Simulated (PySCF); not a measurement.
C5H2F5N.
Structure used (GFN2-xTB), in Å, numbered top down from 1:
```
atom  x, y, z in Å
C1     1.6315   -0.7090    0.6943
C2     0.7066    0.2221    0.4785
C3     1.0270    1.5888    0.2671
N4     1.2971    2.6882    0.1067
C5    -0.7691   -0.1122    0.4176
F6    -1.5289    0.8122    1.0439
F7    -1.0333   -1.2954    1.0180
C8    -1.2462   -0.2213   -1.0605
F9    -0.5228   -1.1462   -1.7008
F10   -1.0817    0.9323   -1.7047
F11   -2.5230   -0.5680   -1.1522
H12    2.6766   -0.4525    0.7149
H13    1.3617   -1.7384    0.8595
```

Computed, not measured: PBE0/def2-SVPD in PySCF (dipole) on a GFN2-xTB geometry, gas phase.

Masses are those of the commonest isotopes; rigid-rotor values at the optimised geometry. The values belong to one conformer with, in the numbering `[CH2:1]=[C:2]([C:3]#[N:4])[C:5]([F:6])([F:7])[C:8]([F:9])([F:10])[F:11]`, C1–C2–C5–F6 139°.

(1) What are A, B and C (GHz)?

(2) Classify the top.

(3) What does the inertial defect say?

(4) Give the other two planar moments, Paa and Pbb, and the rms extents of the mass along the axes.

(5) List the rotational levels J(Ka,Kc) to J = 3 (K).

(6) Which lines would a microwave search look for?

(7) Estimate the classical rotational partition function at 10 K, 298.15 K and 500 K.

## Answers

(1) Ia = 327.19, Ib = 509.49, Ic = 568.90 u·Å²; 505379 MHz·u·Å²/I gives 1545, 991.9 and 888.3 MHz, that is A = 1.5446, B = 0.9919, C = 0.8883 GHz.

(2) An asymmetric top. Ray's parameter κ = (2B − A − C)/(A − C) = -0.684; −1 is the prolate and +1 the oblate limit.

(3) Not planar: Δ = Ic − Ia − Ib = -267.77 u·Å². For a rigid frame Δ = −2 Σ m c², so Σ m c² = 133.89 u·Å² lies off the ab plane: 4.51 from hydrogen and 129.38 from heavier atoms. The atom farthest from that plane is 1.74 Å away.

(4) Paa = Σ m a² = (Ib + Ic − Ia)/2 = 375.60 and Pbb = Σ m b² = (Ia + Ic − Ib)/2 = 193.30 u·Å². With the mass M = 171.01 u, the rms extents √(P/M) along a, b and c are 1.48, 1.06, 0.88 Å.

(5) Above 0(0,0), as E/k:
J = 1: 1(0,1) 0.090, 1(1,1) 0.117, 1(1,0) 0.122
J = 2: 2(0,2) 0.270, 2(1,2) 0.292, 2(1,1) 0.307, 2(2,1) 0.387, 2(2,0) 0.387
J = 3: 3(0,3) 0.538, 3(1,3) 0.555, 3(1,2) 0.585, 3(2,2) 0.657, 3(2,1) 0.661, 3(3,1) 0.803, 3(3,0) 0.803
Those of J = 1 are B + C, A + C and A + B.

(6) The dipole components are |μa| = 0.15 D, |μb| = 3.23 D, |μc| = 1.95 D. Intensities carry the squares of the components, which stand as 0.00 : 1.00 : 0.37 (a : b : c). Some of the stronger lines:

| type | branch | J(Ka,Kc) | MHz | lower level (cm⁻¹) |
| --- | --- | --- | --- | --- |
| c | Q | 2(1,2) ← 2(0,2) | 462 | 0.188 |
| c | Q | 1(1,1) ← 1(0,1) | 553 | 0.063 |
| b | Q | 1(1,0) ← 1(0,1) | 656 | 0.063 |
| b | Q | 2(1,1) ← 2(0,2) | 773 | 0.188 |
| c | Q | 2(2,1) ← 2(1,1) | 1658 | 0.214 |
| b | Q | 2(2,0) ← 2(1,1) | 1671 | 0.214 |
| b | Q | 2(2,1) ← 2(1,2) | 1969 | 0.203 |
| b | R | 1(1,1) ← 0(0,0) | 2433 | 0.000 |
| c | R | 1(1,0) ← 0(0,0) | 2537 | 0.000 |
| b | R | 2(0,2) ← 1(1,1) | 3195 | 0.081 |
| b | R | 2(1,2) ← 1(0,1) | 4210 | 0.063 |
| b | R | 2(2,1) ← 1(1,0) | 5522 | 0.085 |
| c | R | 2(2,1) ← 1(1,1) | 5626 | 0.081 |
| b | R | 2(2,0) ← 1(1,1) | 5639 | 0.081 |

(7) Point group C1, symmetry number σ = 1; q = (√π/σ)·√((kT/h)³/(ABC)), k/h = 20836.6 MHz/K: 4570 at 10 K, 744000 at 298.15 K, 1620000 at 500 K.

GFN2-xTB frequencies: not computed here. These are rigid-rotor constants of the computed structure; measured ground-state constants (B0) also hold zero-point vibration. Quadrupole hyperfine structure (14N) is left out.
